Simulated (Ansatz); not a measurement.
`[CH3][Ge]([NH2])([F])[Cl]` + H₂ → `[CH3][GeH]([NH2])[Cl]` + H–F at 400 K and 1 bar (hydrogenolysis of a Ge–F bond).

Gas-phase electronic energies from Ansatz, PBE0-D4/def2-TZVP geometries. CCSD(T)/CBS is the MP2 limit (def2-TZVPP, def2-QZVPP) plus CCSD(T) − MP2 in def2-TZVPP, frozen cores. This one scheme is used for every species. For Ge outer-core shells are correlated without core-valence functions, which leaves a few kJ/mol of doubt a bond. Scalar relativity is left out up to krypton. One conformer a species, not always the lowest.

```tsv
species	CCSD(T)/CBS energy (Eh)	H − E (kJ/mol)	S (J/(mol·K))
`[CH3][Ge]([NH2])([F])[Cl]`	-2731.56957	211.3	410.5
H₂	-1.17544	38.0	139.0
`[CH3][GeH]([NH2])[Cl]`	-2632.32972	222.3	380.6
H–F	-100.39570	36.5	182.2
```

H − E and S are ideal-gas, rigid-rotor, harmonic terms from PBE0-D4/def2-TZVP, for one conformer and one mirror image of each species. The MP2-based limit puts H₂ 0.8 mEh under its directly extrapolated value; such offsets cancel only in part. 1 Eh = 2625.50 kJ/mol, R = 8.31446 J/(mol·K).

**Question.** By hand: ΔE, ΔH, ΔS and ΔG.

**Answer.** ΔE = (-2632.32972) + (-100.39570) − (-2731.56957) − (-1.17544) = 0.01959 Eh = 51.4 kJ/mol. Δ(H − E) = 222.3 + 36.5 − 211.3 − 38.0 = 9.5, so ΔH = 60.9 kJ/mol. ΔS = 380.6 + 182.2 − 410.5 − 139.0 = 13.3 J/(mol·K). ΔG = 60.9 − 400 × (13.3)/1000 = 55.6 kJ/mol.

**Question.** By hand: the equilibrium constant, and the temperature at which ΔG would vanish if ΔH and ΔS stayed fixed.

**Answer.** log₁₀ K = −ΔG/(RT ln 10) = -7.3. ΔG = 0 at ΔH/ΔS = 4579 K, far beyond where these terms or the molecules hold.

The number of gas molecules stays the same, so ΔS is small and ΔH decides. A doubt of 5 kJ/mol in ΔE shifts log₁₀ K by 0.7 here. Other conformers and mirror images would add mixing entropy, several J/(mol·K) or more a flexible species. These are equilibria of isolated gas molecules and say nothing of rates. Largest T1 diagnostic: 0.010 (customary marks: 0.02 for closed shells, 0.045 for open ones).
